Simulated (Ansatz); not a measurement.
Born–Oppenheimer molecular dynamics of Cl$_{2}$H$_{6}$HfN$_{2}$ (11 atoms, charge 0, multiplicity 1). It starts at the highest image of a converged band, a first-order saddle point between two minima.

Level of theory: RKS PBE0/def2-SVP (Ansatz).

```yaml
ensemble: NVE (velocity Verlet)
time_step: 0.5 fs
steps_asked: 133
starting_velocities_drawn_for: 100 K
seed: 2617
```

First frame:

```xyz
11
Properties=species:S:1:pos:R:3
Hf 0.224 -0.174 -0.006
N 0.525 0.181 2.119
H -0.163 0.469 2.812
H 1.459 0.265 2.518
Cl 2.480 0.360 -0.532
N -1.153 1.250 -0.310
H -1.883 1.197 -1.018
H -1.135 2.188 0.086
Cl -0.450 -1.698 -1.720
H -0.391 -1.721 1.163
H 0.035 -1.102 1.801
```

(1) How far do the bonds stretch over the last three quarters of this one trajectory? (Pairs bonded in most of those frames.)

Answers

(1) 
```tsv
bond	mean (Å)	spread (Å)	shortest	longest
Hf1–N2	2.037	0.053	1.96	2.13
Hf1–Cl5	2.355	0.005	2.35	2.37
Hf1–N6	2.003	0.032	1.96	2.05
Hf1–Cl9	2.438	0.009	2.42	2.45
N2–H3	1.018	0.002	1.01	1.02
N2–H4	1.021	0.004	1.01	1.03
N6–H7	1.020	0.008	1.01	1.03
N6–H8	1.017	0.006	1.01	1.03
H10–H11	0.770	0.009	0.76	0.80
```

Mean temperature of the second half: 383 K. The conserved energy stayed within 0.021 meV per atom of its start (net change 0.013 meV per atom), so the integration is sound. The kinetic energy rose, since the run started high on the potential surface and went downhill. It ends in pieces (Cl2H4HfN2 + H2), so much of that is their flight and rotation, not heat. A run of 0.067 ps of so small a system gives no equilibrium averages. The orbitals stay closed-shell, which can raise the energy where a bond breaks towards radicals; this wasn't checked here.

Run time: 9 min on 4 threads of Intel(R) Xeon(R) Platinum 8259CL CPU @ 2.50GHz (Skylake/Cascade Lake), with other jobs on the host, peak memory 0.37 GiB.
